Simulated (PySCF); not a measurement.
C5H4N (SMILES [c]1ccccn1), doublet, geometry from GFN2-xTB, with bond 8-4 at 1.3 times its length. Base run: HF/STO-3G run with PySCF.

Input for PySCF:
```python
from pyscf import gto, scf

mol = gto.Mole()
mol.atom = '''
    N    -0.00964627    0.06176618    1.39312429
    C     0.01052145    0.05563648   -1.32151880
    C     0.00843127    1.16003225    0.73652206
    C    -0.01902078   -1.10785450    0.76767008
    C    -0.00911288   -1.14219824   -0.61640106
    C     0.01996666    1.26655828   -0.63906399
    H     0.01851369    0.04961327   -2.40308632
    H    -0.03886223   -2.26812097    1.56103610
    H    -0.01659046   -2.08816683   -1.13625412
    H     0.03516978    2.21351181   -1.15373102
'''
mol.basis = 'sto-3g'
mol.spin = 1
mol.verbose = 4
mol.build()

mf = scf.UHF(mol)
mf.kernel()
mf.analyze()
```

Variants of this job, named by their change:

| change | ΔE vs base (mEh) | SCF cycles | <S^2> | outcome |
|---|---|---|---|---|
| base | 0.000 | 20 | 0.803 | converged |
| conv_tol = 1e-12 | 0.000 | 29 | 0.803 | converged |
| solver = newton; init_guess = 1e | -4.036 | - | 1.369 | another SCF solution |
| diis_space = 2 | - | 50 | - | not converged |
| level_shift = 0.3 (with mf.max_cycle = 100) | 0.000 | 30 | 0.803 | converged |
| DIIS = EDIIS | - | 50 | - | not converged |
| solver = newton | -27.588 | - | 1.699 | another SCF solution |
| damp = 0.5; diis_start_cycle = 5 | 0.000 | 21 | 0.803 | converged |
| DIIS = ADIIS | - | 50 | - | not converged |
| conv_tol_grad = 1e-3 | 0.000 | 20 | 0.803 | converged |
| conv_tol = 1e-7 | 0.000 | 16 | 0.803 | converged |
| init_guess = huckel | 0.000 | 22 | 0.803 | converged |
| level_shift = 0.5 (with mf.max_cycle = 100) | 0.000 | 76 | 0.803 | converged |

A guess, shift, damping, solver or small numerical setting can't move a converged solution much, so rows marked as another SCF solution ended in a different state.

Open shells are given as the SCF converged; they aren't shown to be the lowest states, and a large step between rows can be another state.
